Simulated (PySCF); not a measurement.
**Nuclear quadrupole coupling in `COC1=CC(=O)CC1`**

Compound: C6H8O2.
Z-matrix (Å and degrees, PBE0-D3(BJ)/def2-SVP geometry), rows numbered from 1:
```
C 
O   1  1.4099
C   2  1.3230  1  117.33
C   3  1.3558  2  129.78  1    -0.02
C   4  1.4647  3  109.22  2   179.58
O   5  1.2088  4  127.57  3  -178.57
C   5  1.5331  4  107.56  3     1.50
C   3  1.4992  2  116.53  1   179.54
H   1  1.0965  2  106.91  3  -179.22
H   1  1.1025  2  110.92  3   -59.83
H   1  1.1025  2  110.90  3    61.41
H   4  1.0885  3  128.02  2     0.01
H   7  1.1007  5  108.49  4   119.18
H   7  1.1000  5  109.16  4  -124.97
H   8  1.1019  3  109.93  2    56.71
H   8  1.1024  3  109.41  2   -59.73
```

Field gradients from the PBE0/pcSseg-1 density (PySCF, non-relativistic), principal values in atomic units, ordered |Vxx| ≤ |Vyy| ≤ |Vzz|:

```csv
atom,Vxx,Vyy,Vzz
O2,-0.4479,-1.3423,1.7902
O6,0.6338,1.1838,-1.8175
```

Q: Find the asymmetry η = (Vxx − Vyy)/Vzz and the couplings χ = eQV/h (234.96 MHz × Q in barn × V in au), with Q(17O) = −0.0256 b.

A: 
```tsv
atom	environment	nucleus	η	χzz (MHz)	χxx (MHz)	χyy (MHz)
O2	ether oxygen	17O	0.50	-10.77	2.69	8.07
O6	ketone oxygen	17O	0.30	10.93	-3.81	-7.12
```

The tensor is traceless: Vxx + Vyy + Vzz = 0.

Q: What is Vzz at O2 in SI units (1 au = 9.71736 × 10²¹ V/m²)?

A: 1.7902 au = 17.396 × 10²¹ V/m².

Were the hydrogens deuterons (Q(2H) = 0.00286 b), χzz would run from 186 kHz (H10 and H11) to 213 kHz (H12).

Geometry: PBE0-D3(BJ)/def2-SVP, one conformer, isolated molecule. The small basis limits the accuracy of the gradients.
